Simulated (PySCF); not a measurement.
A structure optimised at PBE-D3(BJ)/def2-SVP, used in a PySCF frequency run:

```xyz
9

C     -1.5842    -0.4846     0.0000
N     -1.5561     0.8020     0.0000
Ge     0.3386     1.2089     0.0000
Ge     0.2877    -1.2581     0.0000
H     -2.5582    -1.0305     0.0000
H      0.7355     2.0190    -1.2671
H      0.7355     2.0190     1.2671
H      0.7225    -2.0701    -1.2594
H      0.7225    -2.0701     1.2594
```
Charge 0, spin multiplicity 1.

Write its SMILES, formula and point group.

[CH]1=[N][GeH2][GeH2]1, CH5Ge2N, Cs

What are its rotational constants (standard atomic weights)?

5.4108, 1.9641, 1.4959 GHz
